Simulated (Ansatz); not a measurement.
Species, as SMILES: Cl[C]Cl (closed-shell singlet).
Atoms: Cl1, C2, Cl3. Bonds: Cl1-C2, C2-Cl3.

Basis-set convergence of the optimised Cl1-C2 bond length at HF with Ansatz (a program for electronic structure). All functions are spherical. The program fits the integrals of some runs and decomposes those of others, by size. A restricted Hartree-Fock determinant is unstable towards unrestricted orbitals. No added dispersion term, no relativity. Reference: the value in def2-QZVPPD, 1.6980 Å, itself unsure by roughly 0.0004 Å (its mean distance from pcseg-3, def2-QZVPP, cc-pV(Q+d)Z). Deviations are taken from unrounded values.

| basis | functions |
|---|---|
| pcseg-0 | 35 |
| def2-SVP | 50 |
| pcseg-1 | 50 |
| pcseg-2 | 98 |
| def2-TZVP | 105 |
| def2-TZVPP | 115 |
| cc-pCVTZ | 161 |
| pcseg-3 | 188 |
| def2-QZVPP | 197 |

Problem. Which is the smallest set listed that can be trusted to 0.01 Å here, that is, within that of the reference together with its larger relatives (same family, alike in diffuse functions; a set with none to test it counts only in the reference's own line)?

Solution. The smallest set listed that lies within 0.01 Å of the reference with all its larger relatives (same family, alike in diffuse functions; a set with none counts only in the reference's own line) is def2-SVP (50 functions, 0.0065 Å off). Inside, with no larger relative to test it: cc-pCVTZ. Value minus reference: pcseg-0 0.1863, def2-SVP 0.0065, pcseg-1 0.0129, pcseg-2 0.0039, def2-TZVP 0.0017, def2-TZVPP 0.0017, cc-pCVTZ 0.0037, pcseg-3 0.0000, def2-QZVPP 0.0005 Å.
